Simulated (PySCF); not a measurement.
# Energy profile

The step: GeH₂ + HF → GeHF ([F][GeH]) + H₂; bonds formed: Ge1–F3, H2–H5; bonds broken: Ge1–H5, H2–F3 (atoms numbered as in the saddle structure below).

```tsv
atom	x (Å)	y (Å)	z (Å)
Ge1	-0.8572	-0.5514	-0.3267
H2	0.7881	-0.0843	0.4211
F3	1.1212	-0.2455	-0.7208
H4	-1.1280	1.0072	-0.5084
H5	0.0758	-0.1260	1.1349
```

Electronic energies by CCSD(T) at an estimated basis limit (MP2 extrapolated from triple and quadruple zeta, plus CCSD(T) − MP2 in triple zeta), on PBE0-D4/def2-TZVP structures; GeH$_{3}$F, closed shell; no counterpoise correction. Program: PySCF 2.14 with density fitting (its default auxiliary sets; JK sets also for MP2 and CCSD(T)). Basis: def2-TZVPP and def2-QZVPP. Cores are frozen in the correlated methods. Filled d shells of the heavier atoms are correlated. The def2 sets are not built for correlating such inner shells, so the correlated values are less sure here. Extrapolation: Hartree–Fock as exp(−7.88 √X), correlation as X^−2.97.

Task: Give the profile in kcal/mol, counted from the separated reactants. (To be estimated.)

Result: The calculation gives:
| point | kcal/mol |
| --- | --- |
| separated: GeH$_{2}$ (Ge1, H4, H5; singlet) + HF (H2, F3; singlet) | 0.00 |
| start structure | -6.07 |
| saddle | 5.73 |
| end structure | -21.92 |
| separated: GeHF (linked as [F][GeH]; Ge1, F3, H4; singlet) + H$_{2}$ (H2, H5; singlet) | -20.26 |

No T1 diagnostic of these runs exceeds 0.015. The restricted Hartree–Fock reference is unstable towards an unrestricted one at one or more of these structures.

For scale, one of the runs: CCSD(T)/def2-TZVPP, 121 basis functions, launched by `OMP_NUM_THREADS=4 python run.py`. Hardware: 4 CPU threads of a Oxide Virtual Turin-like, shared host. Wall time 41 s; peak host memory 0.66 GiB.
